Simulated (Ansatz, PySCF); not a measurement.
Molecule: KF (charge 0, singlet). SMILES: [F][K]
Coordinates optimised at B3LYP-D3(BJ)/def2-TZVP (Ansatz, a program for electronic structure):
```xyz
2

K      0.0000     0.0000    -0.7078
F      0.0000     0.0000     1.4942
```
Charge 0, spin multiplicity 1.

Quantity: vertical ionisation energy (to the doublet state of charge +1; each state is the SCF solution reached for its spin), in eV. Cores are frozen in the correlated levels unless marked. Open shells are spin-unrestricted. No spin-orbit coupling. The frozen core is the preceding noble-gas configuration, with the filled d and f shells of earlier blocks. The outer core of K, Ca and their heavier congeners is not correlated, a term that matters for these elements. No relativistic terms. 

| level | program | vertical ionisation energy (eV) |
|---|---|---|
| SVWN5/def2-TZVPD | Ansatz | 10.48 |
| BHLYP/def2-TZVPD | Ansatz | 9.27 |
| wB97M-V/def2-TZVPD | Ansatz | 9.68 |
| wB97X-V/def2-TZVPD | Ansatz | 9.69 |
| CCSD/def2-TZVPPD | Ansatz | 9.37 |
| CCSD(T)/def2-SVPD | Ansatz | 9.48 |

For comparison, minus the highest occupied orbital energy (PySCF): 7.32 eV at MN15/def2-TZVPD, 6.60 eV at PW6B95/def2-TZVPD, 4.68 eV at M06-L/def2-TZVPD.
